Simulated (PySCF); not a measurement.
In(H)2(iPr) (C3H9In), SMILES C[CH](C)[InH2].

Coordinates come from a B3LYP-D3(BJ)/def2-SVP optimisation. The structure was generated by enumeration; whether it is a known compound was not checked. The def2 effective core potentials stand for the cores of In; spin–orbit coupling is left out.

Calculation: PBE/def2-TZVP (PySCF).

Symmetry labels are those of the subgroup Cs that the program uses (full group Cs).

**Question.** List the valence orbital energies around the gap with their symmetry. (Estimate from the structure and the level; the computed values follow.)

**Answer.** 
```
orbital  symmetry  energy (eV)
-------  --------  -----------
HOMO−7         A'       -10.73
HOMO−6         A"        -9.72
HOMO−5         A'        -9.46
HOMO−4         A"        -9.17
HOMO−3         A"        -8.18
HOMO−2         A'        -8.05
HOMO−1         A"        -6.68
HOMO           A'        -5.68
LUMO           A'        -2.35
LUMO+1         A'        -0.66
LUMO+2         A'         0.35
LUMO+3         A"         0.76
```
